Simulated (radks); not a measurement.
Values are calculated unless marked as measured or tabulated.
Question: The iron ion Fe3+ is in [Ar] 3d(3/2: 4, 5/2: 1). Level of theory: Dirac Kohn-Sham, relativistic LDA (MacDonald-Vosko exchange, VWN5 correlation), spin-unpolarised, spherical densities, finite nucleus; Fermi nuclear charge, rms radius of each element as measured or else 0.836 A^(1/3) + 0.57 fm (a radial shooting solver on a logarithmic mesh with Libxc functionals). Sub-shells are occupied by j as written (lower j first in brackets). One electron is removed from 3p3/2, 3p1/2, 3d3/2, 3d5/2 in turn, with full relaxation. Which removal costs least, and what does each cost?

Answer: 3d5/2 53.288 eV; 3d3/2 53.489 eV; 3p3/2 107.00 eV; 3p1/2 108.65 eV. The 3d5/2 electron leaves first.
